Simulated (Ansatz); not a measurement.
CH9SbSi2 (`[SiH3]C[SiH2][SbH2]`). Charge 0, multiplicity 1. Sb takes the def2 core potential. The geometry is a stationary point of PBE0-D4/def2-TZVP. It is one conformer, not always the lowest.

```xyz
13

Si   -1.628   -0.903    0.361
C     0.201   -1.280    0.239
Si    1.291    0.248    0.196
Sb    0.615    1.781   -1.765
H    -2.072   -0.178   -0.861
H    -2.431   -2.150    0.483
H    -1.902   -0.043    1.542
H     0.377   -1.866   -0.669
H     0.501   -1.901    1.090
H     1.196    0.964    1.497
H     2.715   -0.133   -0.019
H     1.756    2.947   -1.254
H    -0.620    2.513   -0.840
```

(1) What is the dipole moment at ωB97M-V/def2-TZVPP? (An estimate is asked.)

(2) And with PBE, r2SCAN, B3LYP? (Best estimate.)

(3) Give the Mulliken charges with ωB97M-V, PBE, r2SCAN in def2-TZVPP. (Best estimate.)

Results:

(1) The calculation gave: 1.17 D, with components (0.30, -1.12, 0.06) D in this frame, pointing from negative to positive charge.

(2) The calculation gave: PBE 1.12 D, r2SCAN 1.16 D, B3LYP 1.16 D.

(3) Computed: 
```csv
atom,ωB97M-V,PBE,r2SCAN
Si1,0.16,0.18,0.27
C2,-0.43,-0.28,-0.30
Si3,0.12,0.09,0.17
Sb4,0.10,0.18,0.19
H5,-0.03,-0.05,-0.07
H6,-0.03,-0.06,-0.08
H7,-0.02,-0.05,-0.06
H8,0.14,0.12,0.09
H9,0.13,0.11,0.09
H10,-0.01,-0.05,-0.06
H11,-0.02,-0.06,-0.08
H12,-0.06,-0.08,-0.09
H13,-0.05,-0.07,-0.08
```

B3LYP here is the variant with VWN-RPA as its local correlation; programs differ in this.
